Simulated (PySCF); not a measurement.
**Simulated absorption spectrum**

C2H11NSi2.
Cartesian coordinates in Å at the GFN2-xTB level; atoms count from 1:
```xyz
16
C2H11NSi2 angstrom
C     -2.2092    0.2283   -0.3637
C     -1.1545    0.2236    0.7419
N     -0.2724   -0.9168    0.6906
Si     1.0773   -1.0366   -0.3756
Si     2.3809    0.8454   -0.1154
H     -1.7274    0.2663   -1.3378
H     -2.8631    1.0904   -0.2598
H     -2.8135   -0.6755   -0.3117
H     -0.5410    1.1248    0.6599
H     -1.6524    0.2401    1.7191
H     -0.7764   -1.7709    0.8817
H      0.7088   -1.2440   -1.7965
H      1.6901   -2.2996    0.0539
H      3.8027    0.5075   -0.0020
H      2.0652    1.6627    1.0619
H      2.2774    1.7631   -1.2579
```

The calculation used PySCF 2.14.0, density-fitted response routines, TDDFT wB97X-D/def2-SVPD, vertical, gas phase, core orbitals frozen in the response.

Broadening: Gaussians 0.25 eV wide at half height, area fixed by f = 4.319×10⁻⁹ ∫ε dν̃. The cross-section is σ = 3.8235×10⁻²¹ ε cm², given in Mb (10⁻¹⁸ cm²). The width is an assumption, not a result. The curve ends short of the highest state used, and states not computed would add to its high-energy end.

```tsv
λ (nm)	σ (Mb)
171.7	23.25
173.3	17.58
175.0	12.86
176.7	13.30
178.3	15.83
180.0	16.11
181.6	12.83
183.3	7.66
184.9	3.64
186.6	1.28
188.3	0.47
189.9	0.53
191.6	1.17
193.2	2.10
194.9	2.96
196.5	3.18
198.2	2.66
199.9	1.73
201.5	0.93
203.2	0.39
204.8	0.14
206.5	0.04
208.1	0.01
209.8	0.00
211.4	0.00
213.1	0.01
214.8	0.02
216.4	0.05
218.1	0.13
219.7	0.25
221.4	0.44
223.0	0.63
224.7	0.79
226.4	0.84
228.0	0.78
229.7	0.63
231.3	0.45
233.0	0.28
234.6	0.16
236.3	0.08
238.0	0.03
239.6	0.01
241.3	0.00
242.9	0.00
```

Task: Where are the band maxima, and which computed states make them?

Result: 226 nm (5.48 eV), ε about 220, made up of S1 (100%); 196 nm (6.32 eV), ε about 840, made up of S2 (100%); 179 nm (6.91 eV), ε about 4300, made up of S3 (47%) and S4 (51%) (ε in L mol⁻¹ cm⁻¹; maxima over ε = 5, shares over 10%). At its high-energy end, 7.22 eV, the curve is still rising (ε about 6100, from S5 and S6). The states used: S1 5.48 eV (f 0.0020); S2 6.32 eV (f 0.0077); S3 6.86 eV (f 0.022); S4 6.96 eV (f 0.022); S5 7.23 eV (f 0.047); S6 7.38 eV (f 0.026); S7 7.80 eV (f 0.023); S8 7.82 eV (f 0.023).

Task: What would ε be at 6.91 eV, the highest of these maxima, with half the width (0.125 eV)?

Result: About 6190 L mol⁻¹ cm⁻¹ against 4310, a factor of about 1.4; a lone state at its own centre would give exactly 2.

Task: On this curve, what absorbance would a 10⁻⁵ mol/L sample give at 222 nm over a 1 cm path?

Result: 222 nm is 5.585 eV, where ε is about 130 L mol⁻¹ cm⁻¹, so A = ε c l ≈ 0.0013 (Beer–Lambert, with the gas-phase spectrum and the assumed width).

Task: Coming from long wavelengths, where does ε first pass 100 L mol⁻¹ cm⁻¹?

Result: At about 232 nm (5.35 eV), 0.13 eV below S1.

One conformer stands for the species.
